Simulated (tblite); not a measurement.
Level: GFN2-xTB in tblite, geometry and Hessian alike; calculated harmonic values, unscaled, isolated species. Errors from tens to a few hundred cm⁻¹ against measured bands are possible. One conformer each. Thermal functions are those of the rigid rotor and harmonic oscillator, without mixing of conformers.

Question: Order these by their ideal-gas entropy at 298.15 K and 1 bar, highest first (cal/(mol K)).
A. `C=CP(C)C`
B. `C(F)(c1cc([CH2+])ccc1)F`
C. `CCc1c[p-]cc1C`
D. `FC(F)(F)CP1C=CCC=C1`
E. `CC1C=CP(C(F)(F)F)C=C1`

Answer: D (106.8), E (105.8), B (94.9), C (92.3), A (83.2).

```
               SMILES  atoms  mass (u)  symmetry number  modes under 300 cm⁻¹  ZPE (kcal/mol)  S translation (cal/(mol K))  S rotation  S vibration      S    Cp
  FC(F)(F)CP1C=CCC=C1     19    180.03                1                     7            83.4                         41.5        30.7         34.6  106.8  43.2
CC1C=CP(C(F)(F)F)C=C1     19    180.03                1                     9            83.8                         41.5        30.4         33.9  105.8  43.9
[CH2+]c1cccc(C(F)F)c1     17    141.05                1                     5            77.0                         40.8        29.6         24.5   94.9  36.2
        CCc1c[p-]cc1C     18    125.05                1                     6            91.9                         40.4        28.9         23.1   92.3  34.4
             C=CP(C)C     14     88.04                1                     6            72.4                         39.4        26.5         17.4   83.2  28.4
```

Entropies and Cp are for 298.15 K and 1 bar.
